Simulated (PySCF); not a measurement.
CH₃Zn, doublet, at a GFN2-xTB geometry (such geometries of metal compounds can be far from the true shape) (the spin is typed, not shown lowest), with bond 3-2 at 1.25 times its length; HF/6-31G** (PySCF).

Here is a job for PySCF.
```python
from pyscf import gto, scf

mol = gto.M(
    atom='''
Zn   -0.38392717   -0.22517148   -0.29469127
C     1.19468286    0.70067589    0.91700364
H     1.87354303   -0.26926485    1.57718193
H     0.74205525    1.38249865    1.62850049
H     1.86989167    1.24386721    0.26506955
''',
    basis='6-31g**',
    spin=1,
    verbose=4,
)

mf = scf.UHF(mol)
mf.kernel()
mo_i, mo_e, stable_i, stable_e = mf.stability(internal=True, external=True, return_status=True, nroots=6, tol=1e-6)
print('internally stable:', stable_i, ' externally stable:', stable_e)
if not stable_i:
    umf = mf.copy()
    umf.scf_summary = {}
    umf.kernel(umf.make_rdm1(mo_i, mf.mo_occ))
```

Q: What does PySCF print? Leave out banner, timings and long lists.

A: 
```
PySCF version 2.14.0

[INPUT] verbose = 4
[INPUT] num. atoms = 5
[INPUT] num. electrons = 39
[INPUT] charge = 0
[INPUT] spin (= nelec alpha-beta = 2S) = 1
[INPUT] symmetry False subgroup None
[INPUT] Mole.unit = angstrom
[INPUT] Symbol           X                Y                Z      unit          X                Y                Z       unit  Magmom
[INPUT]  1 Zn    -0.383927170000  -0.225171480000  -0.294691270000 AA   -0.725517203079  -0.425512428263  -0.556885791600 Bohr   0.0
[INPUT]  2 C      1.194682860000   0.700675890000   0.917003640000 AA    2.257623411112   1.324085534186   1.732885734829 Bohr   0.0
[INPUT]  3 H      1.873543030000  -0.269264850000   1.577181930000 AA    3.540483209288  -0.508836821472   2.980441896313 Bohr   0.0
[INPUT]  4 H      0.742055250000   1.382498650000   1.628500490000 AA    1.402281191796   2.612543816081   3.077419919820 Bohr   0.0
[INPUT]  5 H      1.869891670000   1.243867210000   0.265069550000 AA    3.533583138906   2.350568362227   0.500908853462 Bohr   0.0

nuclear repulsion = 69.3895429016
number of shells = 27
number of NR pGTOs = 145
number of NR cGTOs = 63
basis = 6-31g**
ecp = {}

******** <class 'pyscf.scf.uhf.UHF'> ********
method = UHF
initial guess = minao
damping factor = 0
level_shift factor = 0
DIIS = <class 'pyscf.scf.diis.CDIIS'>
diis_start_cycle = 1
diis_space = 8
diis_damp = 0
SCF conv_tol = 1e-09
SCF conv_tol_grad = None
SCF max_cycles = 50
direct_scf = True
direct_scf_tol = 1e-13
number electrons alpha = 20  beta = 19
Set gradient conv threshold to 3.16228e-05
init E= -1816.38169070247

cycle= 1 E= -1817.00237624565  delta_E= -0.621  |g|= 0.151  |ddm|= 1.19
cycle= 2 E= -1817.02259050925  delta_E= -0.0202  |g|= 0.0808  |ddm|= 0.244
cycle= 3 E= -1817.02717866446  delta_E= -0.00459  |g|= 0.0366  |ddm|= 0.102
cycle= 4 E= -1817.02985488898  delta_E= -0.00268  |g|= 0.0131  |ddm|= 0.108
cycle= 5 E= -1817.03059451162  delta_E= -0.00074  |g|= 0.00675  |ddm|= 0.0649
cycle= 6 E= -1817.03079209083  delta_E= -0.000198  |g|= 0.00434  |ddm|= 0.0282
cycle= 7 E= -1817.03090144102  delta_E= -0.000109  |g|= 0.00264  |ddm|= 0.0232
cycle= 8 E= -1817.03093965625  delta_E= -3.82e-05  |g|= 0.000934  |ddm|= 0.0177
cycle= 9 E= -1817.03094379706  delta_E= -4.14e-06  |g|= 0.000383  |ddm|= 0.00588
cycle= 10 E= -1817.03094427779  delta_E= -4.81e-07  |g|= 0.000218  |ddm|= 0.00143
cycle= 11 E= -1817.03094448095  delta_E= -2.03e-07  |g|= 9.94e-05  |ddm|= 0.0011
cycle= 12 E= -1817.03094452819  delta_E= -4.72e-08  |g|= 5.08e-05  |ddm|= 0.000512
cycle= 13 E= -1817.03094453759  delta_E= -9.4e-09  |g|= 3.24e-05  |ddm|= 0.000205
cycle= 14 E= -1817.03094454063  delta_E= -3.04e-09  |g|= 1.41e-05  |ddm|= 0.000127
cycle= 15 E= -1817.03094454137  delta_E= -7.41e-10  |g|= 3.67e-06  |ddm|= 8.05e-05
Extra cycle  E= -1817.0309445414  delta_E= -2.73e-11  |g|= 2.31e-06  |ddm|= 7.32e-06
converged SCF energy = -1817.0309445414  <S^2> = 0.78832835  2S+1 = 2.037968
uhf_internal: lowest eigs of H = [0.17698408 0.20053125 0.20239442 0.28833303 0.4011825  0.40573533]
<class 'pyscf.scf.uhf.UHF'> wavefunction is stable in the internal stability analysis
uhf_real2complex: lowest eigs of H = [0.12797541 0.12895159 0.16345066 0.20593452 0.21693018 0.21793824]
<class 'pyscf.scf.uhf.UHF'> wavefunction is stable in the real -> complex stability analysis
uhf_external: lowest eigs of H = [3.07005584e-07 1.02918370e-01 1.03779541e-01 1.09913703e-01
 1.43652710e-01 1.71624072e-01]
<class 'pyscf.scf.uhf.UHF'> wavefunction is stable in the UHF/UKS -> GHF/GKS stability analysis
internally stable: True  externally stable: True
```
